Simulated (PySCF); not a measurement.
Sc²⁺: ionisation energy

Sc²⁺ [Ar] 3d1 (2D) → Sc³⁺ [Ar] (1S), as a difference of total energies. Computed with PySCF 2.14 in aug-cc-pVTZ with one added diffuse shell each of s, p, d, f, g type (9s8p6d4f3g, 118 functions), with the non-relativistic Hamiltonian (point nucleus). The calculations carry no spin-orbit coupling.

```csv
method,ionisation energy (eV)
UHF,23.981
LDA,25.508
PBE,25.455
PBE0,25.316
r2SCAN,25.241
M06,24.780
r2SCAN0,25.198
PBEsol,25.356
```

A first-order spin-orbit estimate (lowest level to lowest level, LS coupling) adds 0.019 eV.

These non-relativistic numbers lack the scalar-relativistic shift.

For comparison: 24.757 eV (measured; NIST Atomic Spectra Database, ionization energies).
